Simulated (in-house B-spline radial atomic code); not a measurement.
The numbers below are computed, except where a source is named.
Extrapolating the RPA correlation energy in partial waves: As V (As4+)

All-electron RPA on r2SCAN orbitals from a B-spline radial code for spherical atoms, scalar-relativistic (spin-free one-electron X2C), finite nucleus, configuration [Ar] 3d10 4s1, highest spin. RPA overbinds a lone outer s electron by self-correlation, and G0W0 tends to as well. With empty states up to angular momentum L the sums are:

```tsv
L	E_c(L) (hartree)
4	-1.928737
5	-2.043858
6	-2.099838
7	-2.129379
8	-2.145575
```

For large l each further wave adds A/(l + 1/2)⁴, because the basis must build the cusp where two electrons meet.

(1) Estimate the limit from L = 7 and L = 8.

(2) How good is the estimate?

Answers

(1) Wave 8 adds -0.016196, against a sum of (l + 1/2)⁻⁴ of 1.91569e-04, so A = -84.544. The sum over l > 8 is ζ(4, 9.5) = 4.5445e-04, close to 1/(3 × 9³) = 4.5725e-04. The tail is -0.038421 and the limit -2.18400 hartree.

(2) A run to L = 11 sums to -2.16514 and extrapolates to -2.17843 hartree, 1.02 millihartree from the run before, so it has not settled and is itself too deep. The estimate differs from that by -5.57 millihartree, while the bare sum at L = 8 misses 32.9 millihartree (1.5 %).
